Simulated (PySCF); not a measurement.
Method: core-valence-separated Tamm–Dancoff BHandHLYP/aug-pcX-1 (pcseg-1 on H, def2-SVPD on Se, def2-SVPD on P) in PySCF, non-relativistic, gas phase, PBE0-D3(BJ)/def2-SVP geometry. Absolute energies from this functional tend to lie a few eV below measured edges; no shift was applied.

Main lines of an unknown, eV (oscillator strength): C K: 282.5 (0.059), 282.7 (0.125), 282.9 (0.063), 285.6 (0.045), 285.7 (0.030). Listed: the first five lines at most of each edge with a tenth or more of its strongest line's intensity; roots within 0.03 eV on the same or equivalent atoms are summed. Only the lowest roots were sought, and the top ones are left out.

Question: Which candidate gives them?
A. `C=CCP1(=[Se])C=C1`
B. `C1=C[PH](=[Se])C=CC1`

Answer: A. 

- `C=CCP1(=[Se])C=C1`: C K: 282.5 (0.059), 282.7 (0.125), 282.9 (0.063), 285.6 (0.045), 285.7 (0.030). First C line listed at 282.5 eV, hole on the terminal =CH2 carbon (1s→π*).
- `[Se]=[PH]1C=CCC=C1`: C K: 282.6 (0.122), 282.7 (0.116), 286.0 (0.043), 286.0 (0.016), 286.3 (0.036). First C line listed at 282.6 eV, hole on the alkene CH carbon.

One conformer each; other structures than these candidates weren't tested.

The values belong to the conformer `[CH2:1]=[CH:2][CH2:3][P:4]1(=[Se:5])[CH:6]=[CH:7]1`: C1–C2–C3–P4 9°, C2–C3–P4–Se5 -77°.
